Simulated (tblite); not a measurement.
Species: C4H10PSi (doublet state).
Z-matrix (Å and degrees, GFN2-xTB geometry), rows numbered from 1:
```
C 
C   1  1.5284
C   2  1.4757  1  109.91
C   3  1.3240  2  134.18  1  -109.94
Si  4  1.8919  3  106.03  2   176.39
P   5  2.2390  4   78.84  3    -0.84
H   1  1.0877  2  110.66  3  -176.37
H   1  1.0892  2  109.64  3   -56.21
H   1  1.0878  2  110.35  3    63.09
H   2  1.0946  1  109.04  3   119.56
H   2  1.0952  1  110.30  3  -121.47
H   4  1.0804  3  124.68  2    -5.47
H   5  1.4626  4  116.32  3  -112.28
H   5  1.4648  4  116.07  3   115.26
H   6  1.3903  5  101.68  4    88.47
H   6  1.4779  5  105.92  4  -179.04
```

Computed with GFN2-xTB (tblite): harmonic, unscaled wavenumbers at the GFN2-xTB geometry, gas phase. Errors from tens to a few hundred cm⁻¹ against measured bands are possible. Modes of hydrogen on phosphorus and silicon can be 10 to 20 % off. One conformer, not necessarily the lowest. Open shells enter through the occupations alone, without spin polarisation, and single modes of such species can be off by tens of per cent.

Harmonic wavenumbers (cm⁻¹): 33.0, 107.5, 158.4, 194.9, 255.3, 328.9, 394.2, 410.1, 432.1, 477.7, 487.0, 558.1, 576.0, 604.0, 676.3, 757.2, 763.3, 790.4, 825.4, 932.9, 1044.6, 1072.2, 1081.1, 1142.7, 1170.4, 1225.3, 1294.3, 1403.4, 1453.9, 1490.8, 1497.8, 1646.7, 1684.9, 2233.8, 2252.6, 2308.9, 2922.3, 2943.7, 3017.4, 3028.5, 3031.1, 3036.3.

A = 4076, B = 1477, C = 1203 MHz; mass 117.029 u (most abundant isotopes); point group C1, symmetry number 1; spin multiplicity 2.

**Question.** What is the zero-point energy?

**Answer.** ½Σν̃ = 25873 cm⁻¹ = 309.51 kJ/mol.

**Question.** What is S at 298.15 K and 1 bar for an ideal gas of classical rigid rotors and harmonic oscillators?

**Answer.** Translation 168.25, rotation 117.93, vibration 100.79, spin (R ln 2) 5.76: S = 392.7 J/(mol K).

**Question.** And Cp and H(298.15 K) − H(0)?

**Answer.** Cp = 147.93 J/(mol K), of which vibrations give 114.67 (their classical limit is 42 R = 349.2); H(298.15 K) − H(0) = 26.26 kJ/mol without the zero-point energy, 16.34 from vibrations.

**Question.** Which modes carry the vibrational entropy at 298.15 K?

**Answer.** 33.0 cm⁻¹: 23.60; 107.5 cm⁻¹: 13.86; 158.4 cm⁻¹: 10.75; 194.9 cm⁻¹: 9.12; 255.3 cm⁻¹: 7.09; 328.9 cm⁻¹: 5.29 J/(mol K); the other 36 give 31.08 together.

**Question.** How do the functions run with temperature in this model?

**Answer.** 
```
T (K)  S (J/(mol K))  Cp (J/(mol K))  H − H(0) (kJ/mol)  G − H(0) (kJ/mol)  ln q(vib)
  150          313.7            87.4               8.71             -38.35       2.39
  250          368.3           129.4              19.57             -72.51       4.48
  400          441.2           182.6              43.14            -133.34       7.80
  600          525.6           234.1              85.14            -230.25      12.24
  900          630.8           283.7             163.44            -404.27      18.49
```

q(vib) and H(0) count from the zero-point level.

**Question.** Blend soft modes into free rotors: weight 1/[1 + (100 cm⁻¹/ν̃)⁴] for the oscillator and the rest for a rotor with moment μB/(μ + B), μ = h/(8π²ν), B = 10⁻⁴⁴ kg m². What vibrational entropy results?

**Answer.** 92.86 J/(mol K) in place of 100.79, which changes −T·S at 298.15 K by +2.36 kJ/mol.

Hindered rotation and anharmonicity are outside this model. Other conformers, if any are populated, would add a mixing term that is left out. The structure is chiral; the term R ln 2 for an equal mix with its mirror image is left out.
